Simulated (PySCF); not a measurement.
Isomers of C5H11ClSSi, mass 166.004 u with the commonest isotopes. Computed with PBE0/pcSseg-1 in PySCF (dipole) on a GFN2-xTB geometry, gas phase. One conformer each, none proved a minimum here; rigid rotors.

Question: Order these by rotational constant C, smallest first.
A. `[CH3:1][C:2](=[S:3])[CH2:4][C@@:5]([CH3:6])([SiH3:7])[Cl:8]` with C1–C2–C4–C5 116°, C2–C4–C5–C6 -63°
B. `[CH3:1][S:2][Si@@H:3]([Cl:4])[CH:5]1[CH2:6][CH2:7][CH2:8]1` with C1–S2–Si3–Cl4 45°, S2–Si3–C5–C6 169°, Si3–C5–C6–C7 -103°, C5–C6–C7–C8 -13°, C6–C7–C8–C5 13°, Si3–C5–C8–C7 103°
C. `[CH3:1][S:2]/[CH:3]=[C:4](/[CH3:5])[CH2:6][SiH2:7][Cl:8]` with C1–S2–C3–C4 172°, C3–C4–C6–Si7 87°, C4–C6–Si7–Cl8 67°
D. `[CH3:1][S:2][Si@@H:3]([Cl:4])[CH2:5][CH:6]1[CH2:7][CH2:8]1` with C1–S2–Si3–Cl4 47°, S2–Si3–C5–C6 -176°, Si3–C5–C6–C7 -154°

Answer: C (495.9 MHz), D (522.1 MHz), B (590.7 MHz), A (672.5 MHz).

Question: Order these by dipole moment, smallest first.
A. `[CH3:1][C:2](=[S:3])[CH2:4][C@@:5]([CH3:6])([SiH3:7])[Cl:8]` with C1–C2–C4–C5 116°, C2–C4–C5–C6 -63°
B. `[CH3:1][S:2][Si@@H:3]([Cl:4])[CH:5]1[CH2:6][CH2:7][CH2:8]1` with C1–S2–Si3–Cl4 45°, S2–Si3–C5–C6 169°, Si3–C5–C6–C7 -103°, C5–C6–C7–C8 -13°, C6–C7–C8–C5 13°, Si3–C5–C8–C7 103°
C. `[CH3:1][S:2]/[CH:3]=[C:4](/[CH3:5])[CH2:6][SiH2:7][Cl:8]` with C1–S2–C3–C4 172°, C3–C4–C6–Si7 87°, C4–C6–Si7–Cl8 67°

Answer: B (0.96 D), C (2.26 D), A (2.64 D).

Question: Order these by out-of-plane moment Σ m c² = (Ia + Ib − Ic)/2, smallest first.
A. `[CH3:1][S:2]/[CH:3]=[C:4](/[CH3:5])[CH2:6][SiH2:7][Cl:8]` with C1–S2–C3–C4 172°, C3–C4–C6–Si7 87°, C4–C6–Si7–Cl8 67°
B. `[CH3:1][C:2](=[S:3])[CH2:4][C@@:5]([CH3:6])([SiH3:7])[Cl:8]` with C1–C2–C4–C5 116°, C2–C4–C5–C6 -63°
C. `[CH3:1][S:2][Si@@H:3]([Cl:4])[CH:5]1[CH2:6][CH2:7][CH2:8]1` with C1–S2–Si3–Cl4 45°, S2–Si3–C5–C6 169°, Si3–C5–C6–C7 -103°, C5–C6–C7–C8 -13°, C6–C7–C8–C5 13°, Si3–C5–C8–C7 103°
D. `[CH3:1][S:2][Si@@H:3]([Cl:4])[CH2:5][CH:6]1[CH2:7][CH2:8]1` with C1–S2–Si3–Cl4 47°, S2–Si3–C5–C6 -176°, Si3–C5–C6–C7 -154°

Answer: C (30.41 u·Å²), D (40.09 u·Å²), A (55.92 u·Å²), B (70.50 u·Å²).

```csv
SMILES,point group,Ia (u·Å²),Ib (u·Å²),Ic (u·Å²),κ,μa (D),μb (D),μc (D)
CS/C=C(/C)C[SiH2]Cl,C1,232.77,898.15,1019.08,-0.92,2.15,0.68,0.12
CS[Si@@H](Cl)C1CCC1,C1,283.26,633.19,855.63,-0.65,0.70,0.20,0.64
CC(=S)C[C@@](C)([SiH3])Cl,C1,289.66,602.80,751.47,-0.69,1.25,2.19,0.78
CS[Si@@H](Cl)CC1CC1,C1,233.64,814.53,967.99,-0.88,0.52,0.10,0.72
```
